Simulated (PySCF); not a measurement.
# Computed properties of C3H2BrF, SMILES C=C=C(F)Br

1-bromo-1-fluoropropa-1,2-diene (C3H2BrF), SMILES C=C=C(F)Br. Geometry: PBE0-D3(BJ)/def2-SVP. One conformer was computed; it need not be the lowest. All values are computed for the isolated molecule unless a solvent is named; none is compared with measurement here.

**Structure.** The optimised structure has Cs symmetry. All 15 harmonic modes at PBE0-D3(BJ)/def2-SVP (PySCF) are real, so it is a minimum. With heavy atoms numbered as in [CH2:1]=[C:2]=[C:3]([F:4])[Br:5], the shortest bond between them is C2–C3 at 1.306 Å and the longest C3–Br5 at 1.879 Å.

**Vibrations.** The strongest infrared lines (harmonic, unscaled, degenerate partners summed) lie at 1089 cm⁻¹ (197 km/mol, C 74 %, F 19 %), 1318 cm⁻¹ (93 km/mol, H 46 %, C 43 %, F 11 %), 1480 cm⁻¹ (81 km/mol, C 52 %, H 45 %). The softest mode is at 146 cm⁻¹ and the zero-point energy is 24.6 kcal/mol.

**Electronic structure.** r2SCAN/def2-TZVP (PySCF) places the frontier levels at -6.31 and -2.14 eV, a gap of 4.17 eV, and gives a dipole moment of 1.82 D and a mean polarisability of 59.3 bohr³. PBE/def2-TZVP (PySCF) at the same geometry gives -6.09 and -2.30 eV, so its gap is 0.38 eV narrower. An orbital gap is neither the optical nor the fundamental gap.

**Excitations.** TDDFT-ωB97X/def2-SVPD (PySCF) has S1 at 4.49 eV (276 nm, f = 0.000, dark); the most intense of the 10 singlets computed lies at 7.53 eV (f = 0.99). T1 (TDA) is at 4.12 eV. TDDFT-PBE/def2-SVPD (PySCF) puts S1 at 3.90 eV. No vertical singlet excitation falls in the visible range (under 3.1 eV).

**NMR.** GIAO shifts at B3LYP/pcSseg-1 (PySCF) (non-relativistic, atoms alike by connectivity averaged): ¹³C from 100.9 to 217.7 ppm against TMS; ¹H at 6.2 ppm against TMS; ¹⁹F at -115.3 ppm against CFCl3. Without spin–orbit terms, shifts of atoms bonded to Cl or Br come out too high.

**Solvation.** SMD-PBE0/def2-SVP (PySCF) gives 0.7 kcal/mol in water, -3.7 kcal/mol in dichloromethane, -3.1 kcal/mol in benzene (1 M in both phases, gas-phase geometry); of these solvents dichloromethane holds the molecule best.
